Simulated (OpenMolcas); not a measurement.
## Cr2+ in tetrahedral coordination: ligands and hosts compared

```yaml
Program: OpenMolcas
Method: CASSCF
Active_space: 4 electrons in 5 orbitals (3d)
Spin-orbit_coupling: state interaction with AMFI integrals over the reference wave functions
```

Distances were set from a Shannon-type radius of the metal (high-spin where two are listed) plus a fixed donor radius (Br 1.91, Cl 1.76, O 1.38 Å). Anionic complexes are neutralised by point charges, and hosts are embedded clusters. Ligand basis ANO-RCC-VDZP. States (labels of Td). Energies in cm-1 above the lowest state or level, χT in cm3 K/mol; under a threefold ground state the first gap can be a small split of the lowest multiplet, not the spin-orbit step; 10Dq and B are least-squares fits to the states below 45000 cm-1, weighted by degeneracy, with a free offset, and given where the rms deviation is under 5 % of |10Dq| (or 100 cm-1) and under 700 cm-1; 10Dq is negative for this site.

```tsv
Ligand or host	R (Å)	Metal basis	Outer charge (e at Å behind ligand)	Ground state	First state of that spin	10Dq	B (rms of fit)	First gap with spin-orbit (degeneracies)	χT at 300 K	First state of another spin
Br	2.58	ANO-RCC-VDZP	0.5 at 2.4	5T2	5E 2114	-2073	952 (83)	20.5 (1, 3)	2.677	3T1 17694
Cl	2.43	ANO-RCC-VDZP	0.5 at 2.6	5T2	5E 2551	-2527	951 (97)	19.0 (1, 3)	2.631	3T1 17414
O	2.05	ANO-RCC-VTZP	1.5 at 2.4	5T2	5E 2577			18.6 (1, 3)	2.625	3T1 17967
```

The rows also differ in their metal basis and outer charges, so part of each step comes from that.

The first state of the same spin rises in the order Br < Cl < O, by a factor of 1.22 from first to last.

Against the free ion in the same method and basis, β = B / B(free) is 952 / 1014 = 0.94 for Br, 951 / 1014 = 0.94 for Cl.

An orbital triplet at a regular site is open to Jahn-Teller coupling, which can distort the site and quench the lowest spin-orbit gaps and is left out. Without dynamic correlation the repulsion within the d shell is too large (B by tens of per cent), so at a given field states of lower spin stand too high. Ligand-to-metal charge-transfer states are missing. With no ligand orbital active B as a rule stays too high, so bands that hang on it stand too high and its fall with covalency is understated. With metal d orbitals alone and no dynamic correlation the field as a rule comes out too small, by tens of per cent, by up to half for chloride and softer ligands. The oxide ions are held by bare point charges, a crude embedding (holds for O). No measured value stands beside these numbers; the geometry is a model, was not optimised and need not be the one that this ion takes.
